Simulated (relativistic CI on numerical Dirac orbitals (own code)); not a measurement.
## What each ingredient does to the levels of Cd V

Base calculation: Dirac-Coulomb-Breit CI, KLI orbitals optimised for each configuration, a model potential for QED, valence Slater integrals scaled by 0.85, P86 correlation energy added to each configuration.

CI space (outside the closed core [Ar] 3d10 4s2): 4p⁶4d⁸, 4p⁶4d⁷5s, 4p⁶4d⁷4f, 4p⁶4d⁷5p, 4p⁵4d⁹, 4p⁶4d⁷5d, 4p⁶4d⁷6s, 4p⁶4d⁶5s², 4p⁶4d⁷6p, 4p⁶4d⁶5s5p, 4p⁶4d⁷6d, 4p⁶4d⁷5f, 4p⁶4d⁷5g, 4p⁴4d¹⁰, 4p⁶4d⁷6f, 4p⁶4d⁶5p². Levels of other configurations are missing.

Variants: (1) self-excluded LDA correlation estimate; (2) no correlation estimate; (3) non-relativistic limit. Shifts of the energy above 4p⁶4d⁸ ³F4, in cm⁻¹, for the lowest level and the first level of each name with at least 55 % of one term (blank where a level changes its place among those of its configuration and J or its character, or is not in the variant):

| Level | Base | Δ(1) | Δ(2) | Δ(3) |
| --- | --- | --- | --- | --- |
| 4p⁶4d⁸ ³F4 | 0.0 | 0.0 | 0.0 | 0.0 |
| 4p⁶4d⁸ ³F3 | 5045.6 | +0.1 | -0.4 | -5045.6 |
| 4p⁶4d⁸ ³F2 | 6727.8 | 0.0 | -1.1 | -6727.8 |
| 4p⁶4d⁸ ³P2 | 13208.8 | +0.4 | -6.6 |  |
| 4p⁶4d⁸ ³P0 | 18042.7 | +1.0 | -10.6 | -4934.7 |
| 4p⁶4d⁸ ³P1 | 18091.4 | +0.9 | -10.4 | -4983.4 |
| 4p⁶4d⁸ ¹G4 | 23380.6 | -0.3 | -1.3 | -3890.9 |
| 4p⁶4d⁸ ¹S0 | 48148.7 | +0.7 | -12.6 | -5022.1 |
| 4p⁶4d⁷5s ⁵F5 | 152343.3 | -486.7 | -5534.2 | +19460.6 |
| 4p⁶4d⁷5s ⁵F4 | 155647.1 | -486.4 | -5534.5 | +16156.9 |
| 4p⁶4d⁷5s ⁵F3 | 158220.4 | -486.5 | -5534.3 | +13583.6 |
| 4p⁶4d⁷5s ⁵F2 | 159844.7 | -486.5 | -5534.3 | +11959.3 |
| 4p⁶4d⁷5s ⁵F1 | 160828.9 | -486.5 | -5534.3 | +10975.1 |
| 4p⁶4d⁷5s ³F4 | 163926.4 | -481.8 | -5542.4 | +17458.8 |
| 4p⁶4d⁷5s ³F3 | 168135.3 | -481.9 | -5542.2 | +13249.8 |
| 4p⁶4d⁷5s ⁵P2 | 169301.9 | -483.0 | -5537.1 |  |
| 4p⁶4d⁷5s ⁵P3 | 169688.7 | -482.8 | -5538.1 | +16605.4 |
| 4p⁶4d⁷5s ³F2 | 170812.7 | -481.8 | -5542.1 |  |
| 4p⁶4d⁷5s ⁵P1 | 171668.7 | -482.9 | -5537.0 | +14625.4 |
| 4p⁶4d⁷5s ³G5 | 173110.9 | -485.7 | -5536.7 | +17090.1 |
| 4p⁶4d⁷5s ³G4 | 174559.2 | -485.1 | -5537.2 | +15641.8 |
| 4p⁶4d⁷5s ³G3 | 177431.1 | -485.7 | -5536.8 | +12769.8 |

At this charge configurations can still be misplaced by up to about 7 % of their energy.

Ionisation energy from the two ground configurations alone: base 69.79 eV; self-excluded LDA correlation estimate 70.15 eV; no correlation estimate 68.34 eV. The NIST ASD value (theoretical) is 67.9 eV. The gap of more than 2 % comes from missing correlation, or from a tabulated value that is itself an estimate.

LS names give the leading component of a level, which can be under half, so a name can repeat, a term be missing and a line seem to break the LS rules.
